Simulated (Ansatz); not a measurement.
```yaml
crystal:
  periodic: [false, false, false]
  atoms:
    - {symbol: C, position_ang: [-1.050112, -0.175745, 0.424043]}
    - {symbol: N, position_ang: [0.282217, 0.029766, -0.069819]}
    - {symbol: C, position_ang: [1.222103, -0.903160, 0.361283]}
    - {symbol: B, position_ang: [0.694931, 1.068965, -0.974275]}
    - {symbol: O, position_ang: [-0.127065, 2.067706, -1.478289]}
    - {symbol: H, position_ang: [-1.098833, -0.130200, 1.479243]}
    - {symbol: H, position_ang: [-1.787032, 0.603252, 0.013380]}
    - {symbol: H, position_ang: [-1.467366, -1.195535, 0.116691]}
    - {symbol: H, position_ang: [1.325777, -0.921820, 1.480454]}
    - {symbol: H, position_ang: [2.203769, -0.733844, -0.030785]}
    - {symbol: H, position_ang: [0.978907, -1.931086, 0.027844]}
    - {symbol: H, position_ang: [-1.084607, 2.039298, -1.247632]}
basis:
  gaussian: {orbitals: "6-31++G**"}
magnetization: {spin_polarized: true, initial_magnetization: 1}
hamiltonian: {xc: {name: rPW86-PBE}, dispersion: d3bj}
```

```sh
$ ansatz run in.yaml --threads 2 --pin off --events-out ev --progress --plain --max-ram 32768MiB --backend cpu
```

Shortened log:

```
Functional definition: rPW86-PBE
1353 factors; their error is unknown
mean field evaluation 1: about -6394.3326 eV, gradient 6.9e1 eV
mean field evaluation 2: about -6298.7135 eV, gradient 1.4e2 eV
mean field evaluation 4: about -6414.5730 eV, gradient 1.5e1 eV
mean field evaluation 8: about -6415.4283 eV, gradient 2.3e-1 eV
mean field evaluation 16: about -6415.3584 eV, gradient 2.8e-3 eV
mean field -6415.35836189 eV, -235.7600713136 hartree, gradient 1.3e-5 eV, S^2 0.753323; 0 other end points of the search recorded, 0 dependent functions left out
reference -6415.35854960 eV, -235.7600782116 hartree; 20, 19 occupied and 117, 118 virtual orbitals, 1353 factors
Total energy: -6415.58763785 eV, -235.7684970496 hartree
```

Hardware: 2 threads of an AMD EPYC 7R13 on a shared host. Wall time 8 s, peak host memory 0.34 GiB.
